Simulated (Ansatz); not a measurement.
A nudged elastic band was laid between two geometries of BF2HSSi (6 atoms, charge 0, multiplicity 1).

These are results of RKS PBE0/def2-SVP (Ansatz 0.2.0), not measurements.

| Item | Value |
| --- | --- |
| movable images | 8 |
| climbing image | no |
| spring | 5.0 eV/Å² |
| optimiser | quadratic models (default) |
| start path | through a guess of the saddle point |
| force threshold | 0.03 eV/Å |
| iteration limit | 60 |
| end points | relaxed |

First end point:

```xyz
6
Properties=species:S:1:pos:R:3
F 0.224 -2.448 0.151
B -0.079 -1.177 0.051
S -1.589 -0.311 -0.376
Si 0.288 0.706 0.085
F 0.976 1.488 -1.158
H 0.221 1.677 1.202
```

Last end point:

```xyz
6
Properties=species:S:1:pos:R:3
F -0.507 -2.268 0.936
B -0.152 -1.021 0.705
S -0.338 -0.351 -0.967
Si 0.439 1.621 -0.436
F 0.312 2.319 -1.906
H 0.287 -0.364 1.621
```

Task: Which bonds break or form, and what moves?

Result: Bonds broken: B2–Si4, Si4–H6. Bonds formed: B2–H6.

Task: What energy profile does the band end with?

Result: The forces met the threshold. The highest image is number 3 of 0 to 9, 1.61 eV above the first end and 1.51 eV above the last; the last end lies 0.10 eV above the first. The profile has 2 maxima (images 3, 6) with wells between them (image 5): this band takes more than one step, which may be the mechanism or a detour left from its start path. Neighbouring images differ by up to 1.2 eV, so the band resolves the path poorly. No image climbed, so the highest image needn't sit at the top of the path. The orbitals stay closed-shell, which can raise the energy where a bond breaks towards radicals; this wasn't checked here.

```tsv
image	path coordinate (Å)	energy (eV)	B2–Si4 (Å)	Si4–H6 (Å)	B2–H6 (Å)
0	0.00	0.00	1.92	1.48	3.09
1	0.54	0.29	1.88	1.47	2.79
2	1.08	1.51	1.95	1.45	2.37
3	1.63	1.61	2.30	1.54	2.04
4	2.17	0.46	2.34	1.75	1.42
5	2.71	0.28	2.46	2.00	1.26
6	3.25	0.32	2.62	2.31	1.23
7	3.80	0.27	2.74	2.52	1.22
8	4.34	0.16	2.84	2.70	1.21
9	4.88	0.10	2.94	2.86	1.21
```

Task: What is the geometry of the highest image?

Result: 
```xyz
6
Properties=species:S:1:pos:R:3:forces:R:3
F 0.301 -2.129 0.438 0.23 0.22 0.10
B -0.213 -0.968 0.161 -0.19 0.08 0.39
S -1.584 -0.273 -0.580 0.32 -0.11 -0.10
Si -0.065 1.320 -0.033 -0.45 1.34 0.08
F 1.062 1.365 -1.227 0.07 -0.40 0.01
H 0.540 0.621 1.195 0.02 -1.13 -0.49
```

The run took 3.1 min on 2 threads of Arm Neoverse V2, with other jobs on the host, peak memory 0.16 GiB.
